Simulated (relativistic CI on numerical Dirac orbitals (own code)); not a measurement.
Calculated at this level of theory: Dirac-Coulomb-Breit CI, separate exchange-only KLI orbitals for each configuration, model QED (radiative potential, 1s self-energy scaled to tabulated hydrogen-like ionisation energies), unscaled Slater integrals (own radial code, finite nucleus).

The strongest absorption lines from the ground level of an ion, among the configurations computed and to levels below about 3990 eV (vacuum wavelength in Å, gf): 4.1285 (0.67), 4.5835 (1.5), 4.6133 (0.37), 4.6404 (0.02), 5.2473 (0.31), 20.474 (0.73), 34.399 (0.49), 50.810 (0.0074).

Task: Which ion is it?
A. Bi65+
B. Ta53+
C. Eu45+
D. Ta55+

Result: D. Ta55+ has 18 electrons and the ground level 3s2 3p6 1S_0; the strongest line goes to 3s2 3p5 4d 1P°_1. The pattern of lines fixes the number of electrons, and along that sequence the line energies rise steadily with the charge (about as its square where n changes within one kind of shell, about linearly where n is kept but much faster in heavy ions where fine structure, which grows about as Z⁴, sets the gap, and irregularly where shells cross), which fixes Z. Configurations outside the model, such as inner-shell arrays, can give stronger lines. At this charge energies of transitions that change n are usually good to better than 1 %, and those within a shell (Δn = 0) to a few per cent.

LS names give the leading component of a level, which can be under half, so a name can repeat, a term be missing and a line seem to break the LS rules.
